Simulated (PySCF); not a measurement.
HS (SMILES [SH-]), charge -1, singlet, geometry from GFN2-xTB (in this run its highest filled SCF level lies above zero, so its values depend strongly on the basis, on diffuse functions most of all). Base run: PySCF with MP2/STO-3G.

Input for PySCF:
```python
from pyscf import gto, scf, mp

mol = gto.Mole()
mol.atom = '''
    S    -0.000000   -0.000000   -0.078636
    H     0.000000    0.000000    1.258176
'''
mol.basis = 'sto-3g'
mol.charge = -1
mol.spin = 0
mol.verbose = 4
mol.build()

mf = scf.RHF(mol)
mf.kernel()

pt = mp.MP2(mf)
pt.kernel()
print('E(MP2) = %.10f' % pt.e_tot)
mf.analyze()
```

The base run was repeated with changes; each row names its change, and settings that it needs were set with it.

```
change                                ΔE vs base (kcal/mol)  MP2 correlation (Eh)  basis functions
------------------------------------  ---------------------  --------------------  ---------------
base                                                  0.000              -0.01390               10
method = ccsd                                         -3.91              -0.01390               10
frozen = 4                                            0.124              -0.01370               10
density fitting = JK and correlation                 -0.115              -0.01388               10
method = ccsd(t)                                      -3.91              -0.01390               10
frozen = 6                                             2.25              -0.01031               10
frozen = 5                                            0.127              -0.01369               10
cart = on                                             0.000              -0.01390               10
method = cisd                                         -3.91                     -               10
```
